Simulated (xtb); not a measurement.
xtb input (GFN2-xTB):

```bash
xtb mol.xyz --gfn 2 --ohess tight --chrg -1 --uhf 0
```
mol.xyz:
```
11

Ge    -1.66430237     0.09885414    -0.06628311
C      0.22415922     0.20387330     0.02138521
C      0.95584295     1.33149857    -0.14134678
C      2.42792196     1.15443547    -0.08251434
C      2.70643421    -0.18941986     0.08867130
S      1.24021136    -1.17174050     0.22866761
H     -2.38904520    -0.43248316     1.20447481
H     -2.30791457     1.50676324    -0.29278327
H     -2.24923857    -0.77538295    -1.22854704
H      0.51221072     2.30031942    -0.31337357
H      3.57667826    -0.71973795     0.18404172
```

End of the output:

```
   ------------------------------------------------------------------------

         :::::::::::::::::::::::::::::::::::::::::::::::::::::
         ::                  THERMODYNAMIC                  ::
         :::::::::::::::::::::::::::::::::::::::::::::::::::::
         :: total free energy         -16.357313634882 Eh   ::
         ::.................................................::
         :: total energy              -16.386757398375 Eh   ::
         :: zero point energy           0.062002297272 Eh   ::
         :: G(RRHO) w/o ZPVE           -0.032558533779 Eh   ::
         :: G(RRHO) contrib.            0.029443763493 Eh   ::
         :::::::::::::::::::::::::::::::::::::::::::::::::::::

optimized geometry written to: xtbopt.xyz

           -------------------------------------------------
          | TOTAL ENERGY              -16.386757398375 Eh   |
          | TOTAL ENTHALPY            -16.316408278454 Eh   |
          | TOTAL FREE ENERGY         -16.357313634882 Eh   |
          | GRADIENT NORM               0.000148096875 Eh/α |
          | HOMO-LUMO GAP               2.044235272885 eV   |
           -------------------------------------------------

------------------------------------------------------------------------
------------------------------------------------------------------------
 total:
 SCF:
 ANC optimizer:
Note: The following floating-point exceptions are signalling: IEEE_UNDERFLOW_FLAG IEEE_DENORMAL
normal termination of xtb
 analytical hessian:
```

It need not be the lowest isomer of its formula. Whether it binds its extra electron was not tested at this geometry.
